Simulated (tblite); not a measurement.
Species: CH₁₂GeSSi₃.
Numbering: `[CH3:1][SiH2:2][SiH2:3][S:4][GeH2:5][SiH3:6]` (hydrogens: H7, H8, H9 on C1; H10, H11 on Si2; H12, H13 on Si3; H14, H15 on Ge5; H16, H17, H18 on Si6)

Computed with GFN2-xTB (tblite), gas phase: L-BFGS steps from a force-field or distance-geometry start until the largest atomic force falls under 0.01 eV/Å.

Step 0: E = -507.4998 eV
```
atom  x, y, z in Å  |  force x, y, z in eV/Å
C1      3.3114    0.3478    0.0589    0.432   0.623   0.195
Si2     1.9638   -0.9470    0.1253    0.720  -0.861   1.102
Si3     0.3058   -0.3693   -1.2219   -0.936   0.008  -0.905
S4     -0.3733    1.6271   -0.7514   -0.022  -0.135   0.134
Ge5    -1.5884    0.9356    0.9977   -0.304   0.139   0.088
Si6    -3.5842    0.0301    0.2364   -0.433  -0.148   0.119
H7      2.8869    1.3278    0.3854    0.586  -0.689  -0.274
H8      3.6796    0.4447   -0.9777   -0.019   0.103   0.636
H9      4.1448    0.0578    0.7287   -0.390   0.449  -0.503
H10     2.5145   -2.2461   -0.2917   -0.018   0.016   0.100
H11     1.4758   -1.0671    1.5141    0.179  -0.107   0.003
H12    -0.8072   -1.3375   -1.1154   -0.002   0.254  -0.163
H13     0.7953   -0.3702   -2.5963   -0.285   0.238  -0.146
H14    -0.8139   -0.1133    1.8276    0.070   0.426   0.027
H15    -1.9111    2.1663    1.8923    0.449  -0.271  -0.136
H16    -4.4037   -0.3632    1.4046    0.139   0.050  -0.295
H17    -3.3040   -1.1461   -0.5902   -0.120  -0.014   0.008
H18    -4.3011    1.0290   -0.5578   -0.044  -0.080   0.010
```

Step 1: E = -507.5818 eV
```
atom  x, y, z in Å  |  force x, y, z in eV/Å
C1      3.3176    0.3567    0.0617    0.083   0.044   0.061
Si2     1.9741   -0.9593    0.1411    0.261  -0.289   0.424
Si3     0.2925   -0.3692   -1.2349   -0.243  -0.115  -0.315
S4     -0.3736    1.6252   -0.7495   -0.056  -0.096   0.140
Ge5    -1.5928    0.9376    0.9990   -0.277   0.066   0.023
Si6    -3.5904    0.0280    0.2381   -0.286  -0.099   0.020
H7      2.8953    1.3180    0.3815    0.380  -0.242  -0.117
H8      3.6793    0.4462   -0.9687    0.050   0.118   0.390
H9      4.1392    0.0642    0.7215   -0.054   0.372  -0.244
H10     2.5142   -2.2458   -0.2903    0.071  -0.142   0.074
H11     1.4784   -1.0686    1.5141    0.131  -0.132   0.199
H12    -0.8072   -1.3339   -1.1178   -0.149   0.144  -0.165
H13     0.7912   -0.3668   -2.5984   -0.251   0.239  -0.258
H14    -0.8129   -0.1073    1.8280    0.061   0.414   0.025
H15    -1.9047    2.1624    1.8903    0.421  -0.205  -0.095
H16    -4.4017   -0.3625    1.4004    0.044   0.005  -0.173
H17    -3.3057   -1.1463   -0.5901   -0.123  -0.013   0.012
H18    -4.3017    1.0279   -0.5576   -0.062  -0.068  -0.001
```

Step 2: E = -507.6268 eV
```
atom  x, y, z in Å  |  force x, y, z in eV/Å
C1      3.3211    0.3599    0.0639   -0.145  -0.309  -0.003
Si2     1.9831   -0.9695    0.1555   -0.045   0.025  -0.028
Si3     0.2832   -0.3721   -1.2459    0.199  -0.133   0.046
S4     -0.3751    1.6223   -0.7455   -0.072  -0.093   0.130
Ge5    -1.6009    0.9397    0.9999   -0.216  -0.030  -0.058
Si6    -3.5991    0.0250    0.2389   -0.114  -0.039  -0.090
H7      2.9069    1.3095    0.3776    0.149   0.149   0.029
H8      3.6806    0.4495   -0.9566    0.120   0.104   0.068
H9      4.1366    0.0752    0.7136    0.262   0.241   0.023
H10     2.5160   -2.2494   -0.2880    0.120  -0.217   0.068
H11     1.4823   -1.0724    1.5193    0.099  -0.144   0.315
H12    -0.8110   -1.3294   -1.1225   -0.256   0.050  -0.162
H13     0.7839   -0.3599   -2.6055   -0.231   0.233  -0.296
H14    -0.8111   -0.0953    1.8287    0.047   0.385   0.024
H15    -1.8925    2.1563    1.8875    0.369  -0.101  -0.032
H16    -4.4001   -0.3622    1.3950   -0.077  -0.051  -0.018
H17    -3.3092   -1.1467   -0.5898   -0.121  -0.025   0.006
H18    -4.3034    1.0259   -0.5576   -0.089  -0.043  -0.022
```

**Question.** Estimate the geometry and energy of step 3. (The exact step hangs on the optimiser's Hessian estimate; all steps are aligned on step 2, rigid shifts and turns removed.)

**Answer.** E = -507.6593 eV, largest force 0.458 eV/Å
```
atom  x, y, z in Å  |  force x, y, z in eV/Å
C1      3.3213    0.3569    0.0656   -0.170  -0.334   0.010
Si2     1.9892   -0.9772    0.1660   -0.226   0.105  -0.231
Si3     0.2796   -0.3764   -1.2536    0.390  -0.122   0.206
S4     -0.3775    1.6183   -0.7402   -0.065  -0.106   0.101
Ge5    -1.6106    0.9406    0.9993   -0.136  -0.101  -0.113
Si6    -3.6074    0.0221    0.2378   -0.008   0.000  -0.139
H7      2.9180    1.3062    0.3753   -0.004   0.302   0.098
H8      3.6838    0.4538   -0.9470    0.141   0.064  -0.152
H9      4.1396    0.0874    0.7085    0.403   0.126   0.171
H10     2.5194   -2.2559   -0.2851    0.127  -0.213   0.079
H11     1.4871   -1.0778    1.5287    0.097  -0.141   0.316
H12    -0.8186   -1.3252   -1.1290   -0.280   0.012  -0.160
H13     0.7741   -0.3506   -2.6160   -0.225   0.221  -0.265
H14    -0.8090   -0.0794    1.8297    0.036   0.336   0.025
H15    -1.8767    2.1501    1.8849    0.308   0.001   0.025
H16    -4.4005   -0.3630    1.3910   -0.159  -0.088   0.087
H17    -3.3141   -1.1475   -0.5895   -0.114  -0.049  -0.012
H18    -4.3064    1.0236   -0.5581   -0.116  -0.014  -0.047
```

The energy changes by -0.0325 eV. The first-order estimate −F·Δx gives -0.0412 eV and the mean of the old and new forces, exact on a quadratic surface, -0.0326 eV. The step makes an angle of 40° with the force vector and moves no atom by more than 0.017 Å.

What follows is the cost of the whole relaxation. Time: 1.5 s wall. Hardware: an Arm Neoverse N1 with one thread, shared host with 64 logical CPUs at a one-minute load of 59.
